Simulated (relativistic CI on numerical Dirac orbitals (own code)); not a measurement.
## Fe+ in a cubic cluster: L2,3 absorption with charge transfer

Computed with a charge-transfer multiplet model of a cubic metal-ligand cluster with up to 3 ligand holes, Slater and spin-orbit integrals from Dirac-Coulomb-Breit ions, Slater integrals scaled by 0.7. The ground state mixes d7 with configurations of k ligand holes L, whose averages lie at kΔ + k(k − 1)U_dd/2; a core hole lowers each added d electron by U_cd. 20 K, Lorentzian 0.4 eV and Gaussian 0.3 eV FWHM.

Atomic integrals in eV (Slater integrals scaled, ζ unscaled), ground: F2dd 6.782, F4dd 4.176, zeta_d 0.042; with the core hole: F2dd 7.386, F4dd 4.556, zeta_d 0.059, zeta_core 8.141, F2cd 4.321, G1cd 3.173, G3cd 1.802.

Cluster parameters (eV): Δ = 8, U_dd = 6.5, U_cd = 8.1, 10Dq = 0.5, 10Dq(ligand) = 0.2, final-state hopping factor = 1.

```csv
Case,n_d,d7,d8L,d9L2,d10L3,S
"V(eg) = 1.85 eV, V(t2g) = -0.82 eV",7.07,0.93,0.07,0.00,0.00,1.50
"V(eg) = 2.15 eV, V(t2g) = -0.95 eV",7.10,0.91,0.09,0.00,0.00,1.50
"V(eg) = 2.45 eV, V(t2g) = -1.08 eV",7.12,0.88,0.11,0.00,0.00,1.50
"V(eg) = 2.75 eV, V(t2g) = -1.22 eV",7.14,0.86,0.14,0.00,0.00,1.50
"V(eg) = 3.05 eV, V(t2g) = -1.35 eV",7.17,0.84,0.16,0.01,0.00,1.50
```

Weights, n_d and S are thermal averages at 20 K. Photon energies count from the first peak over 30 % of the highest in each spectrum, which can be another peak from case to case. The parameters are a model scan and need not match a compound or its usual spin state. Peaks in eV (height, largest 100):
- V(eg) = 1.85 eV, V(t2g) = -0.82 eV: 0.0 (56), 0.8 (100), 1.3 (96), 2.1 (96), 14.3 (35)
- V(eg) = 2.15 eV, V(t2g) = -0.95 eV: 0.0 (60), 1.0 (100), 1.3 (97), 2.2 (99), 14.4 (33)
- V(eg) = 2.45 eV, V(t2g) = -1.08 eV: 0.0 (63), 1.0 (99), 2.2 (100), 14.6 (30)
- V(eg) = 2.75 eV, V(t2g) = -1.22 eV: 0.0 (66), 1.2 (98), 2.4 (100), 14.0 (23), 14.9 (30)
- V(eg) = 3.05 eV, V(t2g) = -1.35 eV: 0.0 (72), 1.3 (100), 2.5 (99), 13.2 (5), 14.1 (22), 15.0 (31)

For the case V(eg) = 2.15 eV, V(t2g) = -0.95 eV, Δ = 8 eV is larger than U_dd = 6.5 eV, the Mott-Hubbard side of the Zaanen-Sawatzky-Allen scheme. With the core hole the configuration with one ligand hole lies at Δ + U_dd − U_cd = 6.4 eV above the one without, against Δ in the ground state. The added d electron screens the hole, so the order of the configurations is kept and charge-transfer satellites are weaker than in photoemission.
